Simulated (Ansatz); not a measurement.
Consider the formal exchange of groups at the Si–O bond: `[SiH3][O][InH][Br]` + `COCN` → `NCOC[SiH3]` + `[OH][InH][Br]`.

Calculated with Ansatz (gas phase, PBE0-D4/def2-TZVP geometries, no zero-point term in ΔE). CBS: MP2 limit from def2 TZ/QZ plus the TZ coupled-cluster correction, frozen cores. This one scheme is used for every species. Functionals use def2-TZVPP. def2 core potentials past Kr. For Br, In outer-core shells are correlated without core-valence functions, which leaves a few kJ/mol of doubt a bond. Scalar relativity is left out up to krypton. Each species was taken in one conformer, which may not be the lowest.

Question: Is it downhill or uphill in electronic energy at CCSD(T)/CBS, and by how much? (Estimate.)

Answer: Ansatz gave: Uphill: ΔE = +129.9 kJ/mol.

Question: What do these levels give: PBE-D4, r2SCAN-D4, PBE0-D4, ωB97M-V, B2PLYP, r2SCAN, PBE0, CCSD(T)/def2-TZVPP, HF/def2-QZVPP, SCS-MP2/def2-QZVPP, MP2/CBS(def2), CCSD/CBS(def2)? (Best estimate.)

Answer: Computed: PBE-D4 112.3, r2SCAN-D4 127.5, PBE0-D4 120.5, ωB97M-V 126.5, B2PLYP 131.8, r2SCAN 127.6, PBE0 119.9, CCSD(T)/def2-TZVPP 131.6, HF/def2-QZVPP 153.6, SCS-MP2/def2-QZVPP 137.0, MP2/CBS(def2) 132.6, CCSD/CBS(def2) 132.4 kJ/mol.

Largest T1 diagnostic among the species: 0.014.

In def2-TZVPP, CCSD(T) changes the Hartree–Fock value by −20.8 kJ/mol (the triples alone add −2.6 kJ/mol) and MP2 by −18.1 kJ/mol. From PBE to PBE0 (25 % exact exchange), in def2-TZVPP and without D4, ΔE moves by +8.1 kJ/mol.
